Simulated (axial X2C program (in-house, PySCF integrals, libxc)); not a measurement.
**How the levels of NiOH⁺ (d7 s1 orbitals) move with the bond length**

Calculated with an in-house all-electron X2C program for linear molecules (integrals from PySCF): two-component X2C with atomic mean-field Coulomb and Gaunt terms, basis Ni dyall-v3z, O dyall-v3z, H dyall-v3z (cores contracted in-house). Orbitals come from Hartree–Fock averaged over the configuration Ni d7 s1; CI then distributes these electrons over the d, s shells of Ni.

At Ni–O–H held linear, bonds 1.664 and 0.950 Å (the second held):

| Ω | energy (cm⁻¹) | g∥ | configuration |
| --- | --- | --- | --- |
| 3 | 0 | 7.96 | 97% d8 |
| 2 | 400 | 4.03 | 97% d8 |
| 1 | 970 | 0.07 | 97% d8 |
| 4 | 2347 | 10.01 | 66% d8 + 34% d7 s1 |
| 5 | 2781 | 14.01 | 100% d7 s1 |
| 4 | 3239 | 10.04 | 99% d7 s1 |
| 3 | 3347 | 6.04 | 59% d8 + 41% d7 s1 |
| 3 | 3740 | 6.07 | 92% d7 s1 + 8% d8 |
| 2 | 4101 | 2.06 | 74% d7 s1 + 26% d8 |
| 2 | 4336 | 2.23 | 58% d7 s1 + 42% d8 |
| 0 | 4515 | 0.00 | 82% d8 + 18% d7 s1 |
| 1 | 4641 | 2.03 | 83% d8 + 17% d7 s1 |
| 2 | 4662 | 5.75 | 84% d8 + 16% d7 s1 |
| 1 | 4716 | 1.93 | 99% d7 s1 |

g∥ is the magnitude of 2⟨Lz + ge Sz⟩ for the +Ω component. The lowest 14 levels at most are listed.

At Ni–O–H held linear, bonds 1.548 and 0.950 Å (the second held):

| Ω | energy (cm⁻¹) | g∥ | configuration |
| --- | --- | --- | --- |
| 4 | 0 | 10.01 | 58% d8 + 42% d7 s1 |
| 3 | 276 | 7.40 | 85% d8 + 15% d7 s1 |
| 2 | 719 | 3.91 | 90% d8 + 10% d7 s1 |
| 5 | 1004 | 14.01 | 100% d7 s1 |
| 3 | 1200 | 6.57 | 65% d8 + 35% d7 s1 |
| 1 | 1326 | 0.22 | 90% d8 + 10% d7 s1 |
| 4 | 1463 | 10.03 | 100% d7 s1 |
| 2 | 1901 | 2.24 | 55% d8 + 45% d7 s1 |
| 3 | 1968 | 6.09 | 96% d7 s1 |
| 2 | 2484 | 2.18 | 92% d7 s1 + 8% d8 |
| 0 | 2885 | 0.00 | 73% d8 + 27% d7 s1 |
| 1 | 2954 | 1.40 | 89% d7 s1 + 11% d8 |
| 1 | 3168 | 1.41 | 68% d8 + 32% d7 s1 |
| 2 | 3180 | 5.72 | 77% d8 + 23% d7 s1 |

The lowest level lies 4452 cm⁻¹ above the lowest at the first distance.

(1) How does the gap from the lowest to the fifth level change between the two distances?

Dynamic correlation is missing, so gaps between terms are too wide and other configurations may lie lower; the lowest level listed is that of this model, not necessarily the ground state. The lowest levels belong to d8, not to the averaged configuration, so orbitals and distance suit them less well. For d shells the ligand-field splittings (σ, π, δ) and their order can be off by a thousand cm⁻¹ or more. At most 4 roots were kept for each Ω > 0 (twice that for Ω = 0) within 3.2 eV of the lowest, so higher up levels can be missing between those listed; levels with Ω > 0 are doubly degenerate and listed once, Ω = 0 levels singly. The molecule was held linear; bending was not examined.

Answers

(1) From 2781 to 1200 cm⁻¹, a factor of 0.43.
